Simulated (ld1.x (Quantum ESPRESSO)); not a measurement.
**Cutoff test, barium (Ba), TM**

barium, norm-conserving Troullier–Martins (Kleinman–Bylander form), made with ld1.x (Quantum ESPRESSO) 7.5 (BLYP, fully relativistic). Core [Kr] 4d10, reference 5s2 5p6 5d0 6s2 6p0. Waves: 5s (bound): rc 2.55 bohr; 5p (bound): rc 2.95 bohr; 5d (bound, empty): rc 4.20 bohr. Local part: all-electron potential smoothed inside 2.40 bohr (lloc = -1). Core correction: none.

Open shells are filled in proportion to 2j + 1 (rel_dist='average').

Occupied shells without a wave of their own: 6s. They enter only through the test configuration that unscreens the potential.

The pseudo-atom Hamiltonian at the reference potential is diagonalised in spherical Bessel functions j_l(qr) that vanish at 20 bohr, with q² up to the cutoff. All-electron valence levels (Ry): 5s -2.4530, 6s -0.2256, 5p1/2 -1.4620, 6p1/2 -0.0856, 5p3/2 -1.3089, 6p3/2 -0.0759, 5d3/2 -0.1405, 5d5/2 -0.1316.

**Question.** How do the lowest levels (Ry) of each channel move with the cutoff, and are there ghosts?

**Answer.**

```json
{"cutoff (Ry)": "8", "s #1": "-2.4232", "s #2": "-0.2332", "p1/2 #1": "-1.4544", "p1/2 #2": "-0.0848", "p1/2 #3": "0.0409", "p3/2 #1": "-1.3057", "p3/2 #2": "-0.0759", "p3/2 #3": "0.0446", "d3/2 #1": "-0.1373", "d5/2 #1": "-0.1288", "f #1": "0.0802", "Σ f·Δε (mRy)": "90.0"}
{"cutoff (Ry)": "10", "s #1": "-2.4390", "s #2": "-0.2336", "p1/2 #1": "-1.4608", "p1/2 #2": "-0.0860", "p1/2 #3": "0.0404", "p3/2 #1": "-1.3080", "p3/2 #2": "-0.0765", "p3/2 #3": "0.0443", "d3/2 #1": "-0.1390", "d5/2 #1": "-0.1302", "f #1": "0.0802", "Σ f·Δε (mRy)": "35.5"}
{"cutoff (Ry)": "15", "s #1": "-2.4503", "s #2": "-0.2339", "p1/2 #1": "-1.4616", "p1/2 #2": "-0.0863", "p1/2 #3": "0.0403", "p3/2 #1": "-1.3084", "p3/2 #2": "-0.0766", "p3/2 #3": "0.0443", "d3/2 #1": "-0.1392", "d5/2 #1": "-0.1303", "f #1": "0.0801", "Σ f·Δε (mRy)": "9.2"}
{"cutoff (Ry)": "18", "s #1": "-2.4505", "s #2": "-0.2341", "p1/2 #1": "-1.4617", "p1/2 #2": "-0.0863", "p1/2 #3": "0.0403", "p3/2 #1": "-1.3086", "p3/2 #2": "-0.0766", "p3/2 #3": "0.0443", "d3/2 #1": "-0.1392", "d5/2 #1": "-0.1303", "f #1": "0.0801", "Σ f·Δε (mRy)": "7.2"}
{"cutoff (Ry)": "21", "s #1": "-2.4512", "s #2": "-0.2345", "p1/2 #1": "-1.4618", "p1/2 #2": "-0.0863", "p1/2 #3": "0.0403", "p3/2 #1": "-1.3087", "p3/2 #2": "-0.0766", "p3/2 #3": "0.0443", "d3/2 #1": "-0.1392", "d5/2 #1": "-0.1303", "f #1": "0.0801", "Σ f·Δε (mRy)": "4.9"}
{"cutoff (Ry)": "25", "s #1": "-2.4520", "s #2": "-0.2348", "p1/2 #1": "-1.4618", "p1/2 #2": "-0.0863", "p1/2 #3": "0.0403", "p3/2 #1": "-1.3087", "p3/2 #2": "-0.0766", "p3/2 #3": "0.0443", "d3/2 #1": "-0.1392", "d5/2 #1": "-0.1303", "f #1": "0.0801", "Σ f·Δε (mRy)": "2.4"}
{"cutoff (Ry)": "35", "s #1": "-2.4529", "s #2": "-0.2351", "p1/2 #1": "-1.4618", "p1/2 #2": "-0.0863", "p1/2 #3": "0.0403", "p3/2 #1": "-1.3087", "p3/2 #2": "-0.0766", "p3/2 #3": "0.0443", "d3/2 #1": "-0.1392", "d5/2 #1": "-0.1303", "f #1": "0.0801", "Σ f·Δε (mRy)": "0.2"}
{"cutoff (Ry)": "40", "s #1": "-2.4529", "s #2": "-0.2351", "p1/2 #1": "-1.4618", "p1/2 #2": "-0.0863", "p1/2 #3": "0.0403", "p3/2 #1": "-1.3087", "p3/2 #2": "-0.0766", "p3/2 #3": "0.0443", "d3/2 #1": "-0.1392", "d5/2 #1": "-0.1303", "f #1": "0.0801", "Σ f·Δε (mRy)": "0.1"}
{"cutoff (Ry)": "400", "s #1": "-2.4529", "s #2": "-0.2351", "p1/2 #1": "-1.4618", "p1/2 #2": "-0.0863", "p1/2 #3": "0.0403", "p3/2 #1": "-1.3087", "p3/2 #2": "-0.0766", "p3/2 #3": "0.0443", "d3/2 #1": "-0.1392", "d5/2 #1": "-0.1303", "f #1": "0.0801", "Σ f·Δε (mRy)": "0.0"}
```

Result: no extra level below or beside the all-electron valence levels (s, p1/2, p3/2, d3/2, d5/2, f tested); 10 mRy is reached at 15 Ry and 1 mRy at 30 Ry.

Its largest configuration-test error is -611 meV.
